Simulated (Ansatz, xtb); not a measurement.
Two isomers of C6H9NO

We compare a, `C#C[C@@H]1CO[C@@H](N)C1`, a singlet, with b, `C#C[C@@H]1CO[C@H](N)C1`, a singlet. Both are isolated molecules in the gas phase, relaxed with r2SCAN-D4/def2-SVP; each stands in its lowest conformer found.

a (Å):

```tsv
atom	x (Å)	y (Å)	z (Å)
C	-1.7789	1.1508	1.2537
C	-0.7596	0.8212	0.6797
C	0.4577	0.4102	-0.0131
C	0.2607	0.2858	-1.5419
C	-0.0503	-1.8584	-0.6058
C	0.8523	-1.0390	0.3154
N	0.4948	-3.1339	-0.9252
O	-0.2543	-1.0096	-1.7661
H	-2.6796	1.4464	1.7586
H	1.2675	1.1221	0.2250
H	-0.4380	1.0392	-1.9402
H	1.2401	0.4194	-2.0469
H	-1.0415	-2.0198	-0.1413
H	1.3638	-3.0208	-1.4499
H	-0.1461	-3.6516	-1.5254
H	0.7299	-1.3054	1.3741
H	1.9068	-1.2067	0.0341
```

b (Å):

```yaml
atoms:
  - { symbol: C, position_ang: [-1.9838, -3.0615, -0.6803] }
  - { symbol: C, position_ang: [-1.3535, -2.5380, 0.2173] }
  - { symbol: C, position_ang: [-0.6222, -1.8996, 1.2983] }
  - { symbol: C, position_ang: [-1.5040, -1.2726, 2.3968] }
  - { symbol: C, position_ang: [0.4320, 0.0553, 2.2297] }
  - { symbol: C, position_ang: [0.2122, -0.6732, 0.9002] }
  - { symbol: N, position_ang: [0.4934, 1.4697, 2.0662] }
  - { symbol: O, position_ang: [-0.6443, -0.4000, 3.0948] }
  - { symbol: H, position_ang: [-2.5348, -3.5267, -1.4764] }
  - { symbol: H, position_ang: [0.0420, -2.6444, 1.7769] }
  - { symbol: H, position_ang: [-2.3549, -0.7357, 1.9261] }
  - { symbol: H, position_ang: [-1.9134, -2.0184, 3.0966] }
  - { symbol: H, position_ang: [1.3709, -0.2652, 2.7177] }
  - { symbol: H, position_ang: [-0.3873, 1.8216, 1.6878] }
  - { symbol: H, position_ang: [0.6343, 1.9252, 2.9671] }
  - { symbol: H, position_ang: [1.1546, -0.9241, 0.3934] }
  - { symbol: H, position_ang: [-0.3748, -0.0326, 0.2194] }
```

Problem. Which of the two would you expect CCSD(T)/def2-SVP + ΔMP2/def2-TZVPP electronic energies to favour?

Solution. CCSD(T)/def2-SVP + ΔMP2/def2-TZVPP gives E(b) − E(a) = −2.11 kJ/mol, slightly favouring structure b, which is too small a margin to settle the true order.

How the difference moves with the method:

```csv
level,geometry,E(b) − E(a) (kJ/mol),departure from the last row (kJ/mol),"job, with rough time for the two"
r2SCAN-D4/def2-SVP,r2SCAN-D4/def2-SVP,−3.40,−1.29,"optimisation, 2 min"
HF/def2-SVP,r2SCAN-D4/def2-SVP,−3.65,−1.54,part of the CCSD(T) run
MP2/def2-SVP,r2SCAN-D4/def2-SVP,−1.13,+0.98,part of the CCSD(T) run
CCSD(T)/def2-SVP,r2SCAN-D4/def2-SVP,−1.41,+0.70,single point
CCSD(T)/def2-SVP + ΔMP2/def2-TZVPP,r2SCAN-D4/def2-SVP,−2.11,,"single point, 4.3 min"
```

As drawn, both hold the same kinds of bond in the same numbers.

The largest departure from CCSD(T)/def2-SVP + ΔMP2/def2-TZVPP is that of HF/def2-SVP, 1.54 kJ/mol. No reliable frequencies are at hand for b, so it isn't confirmed as a minimum. Levels run at GFN2-xTB geometries aren't shown. The last row adds to CCSD(T) the change of the MP2 difference between the two basis sets, here −0.70 kJ/mol.

The correlated steps freeze 8 core orbitals. Run with Ansatz 0.2.0, xtb 6.7.1; the last row on 2 threads of Intel(R) Xeon(R) Processor @ 2.70GHz on a shared host.
